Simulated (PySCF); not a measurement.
A structure optimised at PBE-D3(BJ)/def2-SVP, used in a PySCF frequency run:

```
B
O 1 1.3581
H 2 0.9748 1 111.76
C 1 1.5581 2 133.64 3 180.00
C 4 1.3656 1 87.59 2 180.00
H 4 1.1000 5 129.07 1 180.00
H 5 1.1091 4 130.17 6 0.00
C 5 1.5309 7 127.66 4 180.00
H 8 1.1124 5 114.95 7 63.06
H 8 1.1124 9 107.86 5 129.70
```
Charge 0, spin multiplicity 1.

Task: Write its SMILES, formula and point group.

Result: OB1C=CC1, C3H5BO, Cs

Task: What are its rotational constants (standard atomic weights)?

Result: 11.373, 4.5703, 3.3302 GHz
